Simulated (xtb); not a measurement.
ClRb, charge +1, doublet, from a rough starting geometry (GFN-xTB shapes and energies of metal compounds can be far from the true ones) (a state made from the parent by changing its charge; the spin is typed, not shown lowest); xtb with GFN2-xTB.

The xtb input:
```
$ xtb mol.xyz --gfn 2 --chrg 1 --uhf 1 --opt vtight --json

# file mol.xyz
2

Rb    -0.80905347    -0.79539761    -0.83710480
Cl     0.79605577     0.75516665     0.74757111
```

Predict the main parts of the log of this xtb run.


```
   ID    Z sym.   atoms
    1   37 Rb     1
    2   17 Cl     2

           -------------------------------------------------
          |                Calculation Setup                |
           -------------------------------------------------

           -------------------------------------------------
          |                 G F N 2 - x T B                 |
           -------------------------------------------------

          ...................................................
          :                      SETUP                      :
          :.................................................:
          :  # basis functions                  14          :
          :  # atomic orbitals                  13          :
          :  # shells                            5          :
          :  # electrons                         7          :
          :  max. iterations                   250          :
          :  Hamiltonian                  GFN2-xTB          :
          :  restarted?                      false          :
          :  GBSA solvation                  false          :
          :  PC potential                    false          :
          :  electronic temp.          300.0000000     K    :
          :  accuracy                    1.0000000          :
          :  -> integral cutoff          0.2500000E+02      :
          :  -> integral neglect         0.1000000E-07      :
          :  -> SCF convergence          0.1000000E-05 Eh   :
          :  -> wf. convergence          0.1000000E-03 e    :
          :  Broyden damping             0.4000000          :
          :  net charge                          1          :
          :  unpaired electrons                  1          :
          ...................................................

 iter      E             dE          RMSdq      gap      omega  full diag
   1     -3.5088057 -0.350881E+01  0.218E+01    0.32       0.0  T
   2     -4.3002753 -0.791470E+00  0.102E+01   12.08       1.0  T
   3     -4.3045754 -0.430007E-02  0.765E+00    9.18       1.0  T
   4     -4.3148888 -0.103134E-01  0.292E+00    2.93       1.0  T
   5     -4.2658642  0.490245E-01  0.521E+00    1.35       1.0  T
   6     -4.3088434 -0.429792E-01  0.378E+00    6.55       1.0  T
   7     -4.3093758 -0.532442E-03  0.310E+00    6.25       1.0  T
   8     -4.3143017 -0.492592E-02  0.844E-01    3.63       1.0  T
   9     -4.3136385  0.663286E-03  0.931E-01    2.46       1.0  T
[...]
         :: total energy              -4.312867809092 Eh    ::
 * total energy  :    -4.3128678 Eh     change       -0.2744471E-12 Eh
 * total energy  :    -4.3166998 Eh     change       -0.3831942E-02 Eh
 * total energy  :    -4.3167728 Eh     change       -0.7309817E-04 Eh
 * total energy  :    -4.3167800 Eh     change       -0.7150707E-05 Eh
 * total energy  :    -4.3167800 Eh     change       -0.3133623E-07 Eh
   *** GEOMETRY OPTIMIZATION CONVERGED AFTER 5 ITERATIONS ***
         :: total energy              -4.316780030824 Eh    ::
[...]
         7                         -0.3169852              -8.6256
         8                         -0.1890016              -5.1430
         9                         -0.1889574              -5.1418
        10                         -0.1889574              -5.1418
        11                         -0.1889245              -5.1409
        12                         -0.1889245              -5.1409
        13                         -0.1663584              -4.5268
      -------------------------------------------------------------
                  HL-Gap            0.1069397 Eh            2.9100 eV
             Fermi-level           -0.6163964 Eh          -16.7730 eV

     #   Z          covCN         q      C6AA      α(0)
     1  37 Rb       0.639     0.799   492.431    81.068
     2  17 Cl       0.639     0.201    92.717    14.723

 Mol. C6AA /au·bohr⁶  :        931.580930
 Mol. C8AA /au·bohr⁸  :     175764.090889
 Mol. α(0) /au        :         95.791064

Wiberg/Mayer (AO) data.
largest (>0.10) Wiberg bond orders for each atom

 ---------------------------------------------------------------------------
     #   Z sym  total        # sym  WBO       # sym  WBO       # sym  WBO
 ---------------------------------------------------------------------------
     1  37 Rb   0.370 --     2 Cl   0.370
     2  17 Cl   0.370 --     1 Rb   0.370
 ---------------------------------------------------------------------------

Topologies differ in total number of bonds
Writing topology from bond orders to xtbtopo.mol

molecular dipole:
                 x           y           z       tot (Debye)
 q only:       -1.092      -1.081      -1.151
   full:       -1.349      -1.329      -1.404       5.991
molecular quadrupole (traceless):
                xx          xy          yy          xz          yz          zz
 q only:        0.043       4.806      -0.203       4.986       4.862       0.160
  q+dip:        0.073       6.544      -0.273       6.781       6.605       0.200
   full:        0.038       5.446      -0.232       5.659       5.522       0.194

optimized geometry written to: xtbopt.xyz

           -------------------------------------------------
          | TOTAL ENERGY               -4.316780030824 Eh   |
          | GRADIENT NORM               0.000000515620 Eh/α |
          | HOMO-LUMO GAP               2.909976285429 eV   |
           -------------------------------------------------

normal termination of xtb
```
